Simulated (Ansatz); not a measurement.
Isolated molecules relaxed with PBE0-D4/def2-TZVP in Ansatz; ΔE leaves out vibrations. CCSD(T)/CBS adds triple-zeta CCSD(T) − MP2 to the extrapolated MP2 energy (def2 sets, frozen cores). This one scheme is used for every species. DFT in def2-TZVPP. Open shells (•) are unrestricted, without spin–orbit coupling. For Ge outer-core shells are correlated without core-valence functions, which leaves a few kJ/mol of doubt a bond. Scalar relativity is left out up to krypton.

Reaction (hydrogen abstraction from a B–H bond): `C[BH][GeH3]` + `[OH]`• → `C[B][GeH3]`• + H₂O

`C[BH][GeH3]`:

```xyz
10

C    -0.353    1.209    0.982
B    -0.686    0.202   -0.145
Ge    0.628   -1.251   -0.801
H    -1.220    1.576    1.537
H     0.029    2.085    0.425
H     0.444    0.918    1.668
H    -1.739    0.285   -0.714
H     0.055   -2.646   -0.471
H     2.023   -1.168   -0.151
H     0.820   -1.210   -2.330
```

`[OH]`•:

```xyz
2

O     0.407   -0.232    0.133
H    -0.407    0.232   -0.133
```

`C[B][GeH3]`•:

Z-matrix (Å, degrees):
```
C
B 1 1.533
H 1 1.104 2 103.7
H 1 1.093 2 115.4 3 116.1
H 1 1.096 2 114.6 3 -114.9
Ge 2 2.042 1 136.6 3 81.5
H 6 1.540 2 109.0 1 -118.5
H 6 1.540 2 108.7 1 124.7
H 6 1.549 2 116.4 1 3.3
```

H₂O:

```xyz
3

O    -0.278    0.247    0.116
H     0.666    0.312    0.278
H    -0.388   -0.559   -0.394
```

```
         level  ΔE (kcal/mol)
     r2SCAN-D4          -20.0
      BHLYP-D4          -12.7
      PBE-QIDH          -18.8
          PBE0          -19.3
     CAM-B3LYP          -17.7
   HF/def2-SVP           -1.7
MP2/def2-QZVPP          -24.1
CCSD/CBS(def2)          -18.6
```

(1) What does CCSD(T)/CBS give? (Best estimate.)

Largest T1 diagnostic among the species: 0.013.

Results:

(1) Computed: -19.8 kcal/mol. The listed levels differ from it by -0.2, 7.1, 1.0, 0.5, 2.1, 18.1, -4.3, 1.2 kcal/mol.

From BLYP to BHLYP (50 % exact exchange), in def2-TZVPP and without D4, ΔE moves by +6.8 kcal/mol. In def2-TZVPP, CCSD(T) changes the Hartree–Fock value by −14.3 kcal/mol (the triples alone add −1.3 kcal/mol) and MP2 by −19.4 kcal/mol.
